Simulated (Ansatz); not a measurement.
`C[CH](C)[Al]([OH])[OH]`, relaxed with RKS PBE0-D4/def2-TZVP in the Gaussian-basis code of Ansatz from a GFN2-xTB geometry. The force threshold is 0.005 eV/Å; the program also tests the step.

Total charge 0; spin multiplicity 1.

Start:

```xyz
15

C     1.432    0.296   -0.896
C    -0.062    0.110   -0.634
C    -0.518   -1.303   -0.992
Al   -0.559    0.607    1.274
O     0.360    1.752    2.017
O    -1.875   -0.129    1.932
H     1.752    1.295   -0.605
H     1.657    0.159   -1.955
H     2.017   -0.424   -0.327
H    -0.593    0.799   -1.304
H     0.034   -2.045   -0.418
H    -0.357   -1.502   -2.053
H    -1.577   -1.431   -0.777
H     0.908    2.397    2.437
H    -2.619   -0.581    2.301
```

| step | energy (eV) | largest force (eV/Å) | largest move (Å) |
| --- | --- | --- | --- |
| 1 | -13943.8006 | 1.217 | 0.000 |
| 2 | -13943.8467 | 0.491 | 0.069 |
| 3 | -13943.8650 | 0.091 | 0.054 |
| 4 | -13943.8678 | 0.074 | 0.021 |
| 5 | -13943.8700 | 0.094 | 0.029 |
| 6 | -13943.8791 | 0.208 | 0.092 |
| 7 | -13943.9046 | 0.701 | 0.062 |
| 8 | -13943.9432 | 1.015 | 0.070 |
| 9 | -13944.0462 | 1.065 | 0.200 |
| 10 | -13944.1395 | 0.348 | 0.200 |
| 11 | -13944.1583 | 0.160 | 0.123 |
| 12 (rejected) | -13944.1557 | 0.199 | 0.096 |
| 13 | -13944.1624 | 0.089 | 0.047 |
| 14 (rejected) | -13944.1623 | 0.084 | 0.010 |
| 15 | -13944.1628 | 0.028 | 0.005 |
| 16 | -13944.1630 | 0.005 | 0.012 |
| 17 | -13944.1630 | 0.010 | 0.007 |
| 18 (rejected) | -13944.1629 | 0.034 | 0.006 |
| 19 | -13944.1631 | 0.006 | 0.003 |
| 20 | -13944.1631 | 0.002 | 0.001 |

End:

```xyz
15

C     1.447    0.288   -0.962
C    -0.040    0.084   -0.673
C    -0.497   -1.326   -1.047
Al   -0.530    0.578    1.154
O     0.410    1.737    1.965
O    -1.895   -0.150    1.856
H     1.781    1.300   -0.724
H     1.672    0.100   -2.019
H     2.066   -0.401   -0.378
H    -0.598    0.790   -1.307
H     0.036   -2.086   -0.467
H    -0.301   -1.535   -2.105
H    -1.565   -1.476   -0.869
H     0.250    2.066    2.847
H    -2.236    0.031    2.729
```

Run time 61 s (2 threads of an AMD EPYC 7R13 on a shared host and a share of an NVIDIA H100 80 GB); peak host memory 0.88 GiB.
